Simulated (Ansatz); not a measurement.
Reaction (substitution at a C–O bond): `C[O][MgH]` + `O[SiH2]S` → `CS[SiH2]O` + `[OH][MgH]`

Program: Ansatz. Geometries: PBE0-D4/def2-TZVP. ΔE: electronic, gas phase. CCSD(T)/CBS is the MP2 limit (def2-TZVPP, def2-QZVPP) plus CCSD(T) − MP2 in def2-TZVPP, frozen cores. Functionals use def2-TZVPP. B3LYP here is the variant with VWN-RPA as its local correlation; programs differ in this. For Mg outer-core shells are correlated without core-valence functions, which leaves a few kJ/mol of doubt a bond. Each species was taken in one conformer, which may not be the lowest.

(1) Is it downhill or uphill in electronic energy at CCSD(T)/CBS, and by how much? (Estimate.)

(2) What do these levels give: B3LYP-D4, r2SCAN0-D4, ωB97M-V, B2PLYP, revPBE, B3LYP, r2SCANh, BHLYP, CAM-B3LYP, RPA@PBE/def2-TZVPP, CCSD(T)/def2-SVP, MP2/def2-QZVPP? (Best estimate.)

Largest T1 diagnostic among the species: 0.011.

Results:

(1) Ansatz gave: Downhill: ΔE = -47.3 kJ/mol.

(2) Computed: B3LYP-D4 -40.5, r2SCAN0-D4 -43.9, ωB97M-V -44.2, B2PLYP -40.4, revPBE -39.8, B3LYP -35.4, r2SCANh -42.8, BHLYP -35.0, CAM-B3LYP -35.4, RPA@PBE/def2-TZVPP -35.2, CCSD(T)/def2-SVP -20.5, MP2/def2-QZVPP -52.6 kJ/mol.

At CCSD(T), def2-SVP lies +26.8 kJ/mol from the extrapolated value and def2-TZVPP +5.4 kJ/mol. Leaving LDA and LC-ωPBE aside and taking each functional with its dispersion term where it has one, the values, not all of them listed here, spread over 7.4 kJ/mol, from revPBE-D4 to CAM-B3LYP-D4. In def2-TZVPP, CCSD(T) changes the Hartree–Fock value by −12.4 kJ/mol (the triples alone add −2.2 kJ/mol) and MP2 by −20.2 kJ/mol.
